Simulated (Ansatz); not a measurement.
LiBe, multiplicity 2 (lowest of 2S+1 = 2, 4 at CCSD(T)/def2-TZVPP on PBE0 minima; our sources give no spin for the ground state, which may be another), most abundant isotopes (7.0160 and 9.0122 u). Constants from fifth-degree fits in 1/R to seven points on the lowest solution found; no spin–orbit coupling, no relativity up to Kr; ω_e x_e and α_e move by some per cent with the fit.

Correlated levels freeze the inner cores; with def2 sets outer-core shells near the valence are correlated too.

Codes used: Ansatz (Gaussian orbitals). Each number belongs to the level named beside it.

Total energies (hartree; each atom in its lowest state at that level) and vibrational constants (cm⁻¹):

| level | E(LiBe) at r_e | E(Li) | E(Be) | ω_e | ω_e x_e |
|---|---|---|---|---|---|
| PBE/def2-TZVPP | -22.110810 | -7.461919 | -14.628245 | 340 | 5.6 |
| B3LYP/def2-TZVPP | -22.181259 | -7.492798 | -14.672020 | 341 | 6.6 |
| wB97M-V/def2-TZVPP | -22.144215 | -7.472067 | -14.661041 | 304 | 8.2 |
| CCSD(T)/def2-QZVPP | -22.133593 | -7.467933 | -14.655539 | 314 | 9.7 |

Problem. Work out D_e and D₀ in eV.

Solution. 
D_e = E(Li) + E(Be) − E(molecule), times 27.2114 eV; D₀ = D_e − (ω_e/2 − ω_e x_e/4)/8065.54.
- PBE/def2-TZVPP: D_e = 0.562, zero point 0.021, D₀ = 0.541 eV
- B3LYP/def2-TZVPP: D_e = 0.447, zero point 0.021, D₀ = 0.426 eV
- wB97M-V/def2-TZVPP: D_e = 0.302, zero point 0.019, D₀ = 0.284 eV
- CCSD(T)/def2-QZVPP: D_e = 0.275, zero point 0.019, D₀ = 0.256 eV
No counterpoise correction is made.

Doubts at one or more of the structures used: T1 above 0.05 (CCSD(T)/def2-QZVPP); a spin-contaminated determinant (CCSD(T)/def2-QZVPP).

Ansatz is a first-principles code.
